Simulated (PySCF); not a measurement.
**Where the electron goes**

Compound: C4H4ClF3.
Geometry (GFN2-xTB, Å), atoms numbered from 1 in this order:
```
atom  x, y, z in Å
F1     1.3832    0.3601   -1.4046
C2     1.4170   -0.1408   -0.1588
F3     2.2659    0.6280    0.5342
F4     1.9815   -1.3509   -0.2530
C5     0.0406   -0.1878    0.4572
Cl6    0.1153   -0.8446    2.0907
C7    -1.1458   -0.4887   -0.4079
C8    -0.9486    0.8926    0.1397
H9    -0.9675   -0.6634   -1.4586
H10   -1.9192   -1.1055    0.0214
H11   -0.6342    1.6788   -0.5306
H12   -1.5871    1.2215    0.9442
```

Computed with TDDFT PBE0/def2-SVPD, vertical, gas phase, core orbitals frozen in the response in PySCF.

Frontier orbitals with the atoms that hold most of them (Löwdin shares over 4%, at most four atoms; ? is withheld):

```csv
orbital,ε (eV),atoms
HOMO-3,-10.88,"Cl6 22%, C5 21%, C7 14%, C8 14%"
HOMO-2,-10.33,"Cl6 28%, C7 23%, C8 23%, C5 11%"
HOMO-1,-9.08,?
HOMO,-8.53,"Cl6 57%, C5 18%, C8 9%, C7 9%"
LUMO,-0.07,?
LUMO+1,0.69,"C7 17%, C8 17%, Cl6 12%, H9 9%"
LUMO+2,1.21,"Cl6 18%, C8 11%, C7 11%, H12 11%"
```

Question: Which atoms hold the HOMO-1, and with what shares?

Answer: Cl6 (bonded to C) 58%; C7 (bonded to 2 C and 2 H) 11%; C8 (bonded to 2 C and 2 H) 11%; C5 (bonded to 3 C and Cl) 8%. By element: chlorine 58%, carbon 31% or more.

Question: Give the leading atoms of the LUMO.

Answer: Cl6 (bonded to C) 51%; C5 (bonded to 3 C and Cl) 23%; C7 (bonded to 2 C and 2 H) 5%; C8 (bonded to 2 C and 2 H) 5%. By element: chlorine 51%, carbon 33% or more.

Question: The HOMO–LUMO gap is 8.46 eV. Where does the response calculation put the lowest singlet, and from which orbitals?

Answer: S1 is at 6.77 eV (f = 0.0005), 1.70 eV below the gap, made of HOMO→LUMO (98%). Without the coupling terms of the response equations the lowest excitation would equal the gap.

Question: One configuration dominates each of S1, S2 and S3. Which, and how do the shares of the two leading atoms of either orbital change from the occupied to the empty one?

Answer: 
- S1 (6.77 eV, f 0.0005), HOMO→LUMO (98%): Cl6 57% → 51%, C5 18% → 23%
- S2 (7.33 eV, f 0.0030), HOMO-1→LUMO (98%): Cl6 58% → 51%, C7 11% → 5%, C5 8% → 23%
- S3 (8.14 eV, f 0.041), HOMO→LUMO+1 (96%): Cl6 57% → 12%, C5 18% → at most 9%, C7 9% → 17%, C8 9% → 17%

Löwdin shares depend on the basis, the more so with diffuse functions.
